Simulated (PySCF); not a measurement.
# Dipole moment and polarisability of `O=C(O)[C@@H]1C=C(F)C[SiH2]1`

C₅H₇FO₂Si.
Geometry (GFN2-xTB, Å), atoms numbered from 1 in this order:
```xyz
16
C5H7FO2Si angstrom
O      2.717    0.106   -1.403
C      1.818    0.301   -0.628
O      2.035    0.496    0.685
C      0.366    0.281   -0.960
C     -0.419    1.287   -0.175
C     -1.301    0.829    0.696
F     -2.053    1.653    1.457
C     -1.530   -0.635    0.881
Si    -0.359   -1.423   -0.401
H      2.986    0.477    0.871
H      0.271    0.449   -2.034
H     -0.237    2.339   -0.322
H     -1.302   -0.915    1.910
H     -2.585   -0.867    0.725
H      0.638   -2.305    0.204
H     -1.051   -2.064   -1.519
```

Level: wB97X-D/def2-SVPD (PySCF), static field, nuclei fixed, core orbitals frozen in the response. The polarisability tensor in these axes (au):

```
x    95.10   2.76 -12.62
y     2.76  83.81   1.83
z   -12.62   1.83  83.13
```

Question: What are the eigenvalues, a third of the trace, and Δα (Δα² = ½Σ(αi − αj)² over the three pairs)?

Answer: Principal values 74.19, 84.67 and 103.19 au; mean 87.35 au = 12.94 Å³ = 14.40 × 10⁻⁴⁰ C²·m²/J; Δα = 25.43 au (29 % of the mean).

Question: What is the dipole moment, and where does it point?

Answer: (-0.85, -1.23, 0.90) D, 1.75 D in size, pointing from the negative to the positive side. Measured along this direction, the outermost atoms are O1 at the negative end and H13 and H14 at the positive end.

Question: What depolarisation ratio follows for Rayleigh scattering of linearly polarised light, taking the static tensor?

Answer: ρ = 3Δα²/(45ᾱ² + 4Δα²) = 1940.1/(343352 + 2586.8) = 0.00561.

Question: What molar refraction does this α imply?

Answer: Lorentz–Lorenz: R = (4π/3)N_A α = 2.5225 cm³/(mol·Å³) × 12.94 Å³ = 32.7 cm³/mol, in the limit of long wavelengths.

Question: What would n − 1 = 2πNα be for an ideal gas of these molecules at 350 K and 1 atm, electronic part alone?

Answer: N = p/kT = 2.0968 × 10¹⁹ cm⁻³, so n − 1 = 2π × N × 12.94 × 10⁻²⁴ cm³ = 1705 × 10⁻⁶ at long wavelengths.

Question: Orientational against electronic polarisability at 350 K (dilute gas, rigid molecules)?

Answer: In Gaussian units μ²/3kT = 21.09 Å³ against 12.94 Å³, a ratio of 1.63; the Debye molar polarisation (4π/3)N_A(α + μ²/3kT) is 85.9 cm³/mol, leaving out the vibrational part.

Question: Find the Langevin capture rate constant for NH4+ (18.034 u) meeting this molecule (146.020 u), k = 2.342 × 10⁻⁹ cm³/s × √(α in Å³ / reduced mass in u).

Answer: The reduced mass is 16.05 u, so k = 2.10 × 10⁻⁹ cm³/s. The formula leaves out the permanent dipole, which adds to the capture rate.

Geometry: GFN2-xTB, one conformer, isolated molecule.
